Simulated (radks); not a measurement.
Results of a calculation; reference values are marked as such.
Species: Ce3+. Configuration: [Xe] 7d1 (not the ground configuration). Code: a radial shooting solver on a logarithmic mesh with Libxc functionals. Model: scalar-relativistic Kohn-Sham, PBE, spin-unpolarised, spherical densities, finite nucleus; Fermi nuclear charge, rms radius 4.8771 fm.

Unscreened Slater integrals over Kohn-Sham orbitals (cm^-1).

| integral | value |
|---|---|
| F0(7d,7d) | 24240 |
| F2(7d,7d) | 12922 |
| F4(7d,7d) | 9095.4 |
| F0(7d,5p) | 33588 |
| F2(7d,5p) | 5458.4 |
| G1(7d,5p) | 2686.0 |
| G3(7d,5p) | 2046.4 |
| F0(7d,5s) | 33916 |
| G2(7d,5s) | 2538.0 |
| F0(7d,4d) | 35150 |
| F2(7d,4d) | 2751.9 |
| F4(7d,4d) | 1174.8 |
| G0(7d,4d) | 599.26 |
| G2(7d,4d) | 764.65 |
| G4(7d,4d) | 649.46 |
| F0(5p,5p) | 119930 |
| F2(5p,5p) | 65264 |
| F0(5p,5s) | 126600 |
| G1(5p,5s) | 85754 |
| F0(5p,4d) | 148470 |
| F2(5p,4d) | 44423 |
| G1(5p,4d) | 12782 |
| G3(5p,4d) | 12527 |
| F0(5s,5s) | 134970 |
| F0(5s,4d) | 164000 |
| G2(5s,4d) | 18534 |
| F0(4d,4d) | 268180 |
| F2(4d,4d) | 136780 |
| F4(4d,4d) | 91594 |

Derived for the open shells (J is the average intra-shell exchange parameter used in DFT+U). 7d: Racah B = F2/49 - 5 F4/441 = 160.6 cm^-1, C = 35 F4/441 = 721.9 cm^-1, C/B = 4.49, F4/F2 = 0.704, J = (F2 + F4)/14 = 1573 cm^-1.
